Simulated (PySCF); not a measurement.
## Electron correlation in Ni²⁺ (nickel, charge +2)

[Ar] 3d7 4p1, one real determinant (an excited configuration). Computed with PySCF 2.14 in aug-cc-pVTZ, with the non-relativistic Hamiltonian (point nucleus). Frozen: [Ar]; 8 electrons correlated.

MP2 pair energies summed by pair of shells (mhartree):

```csv
pair,energy,share (%)
3d-3d,-178.01,91.7
3d-4p,-16.10,8.3
```

Total MP2 correlation energy: -194.10 mhartree.

Same-spin part -86.77 and opposite-spin part -107.33 mhartree; SCS-MP2 scales them by 1/3 and 6/5 to -157.72 mhartree.

The reference is one real determinant that mixes LS terms of this configuration.
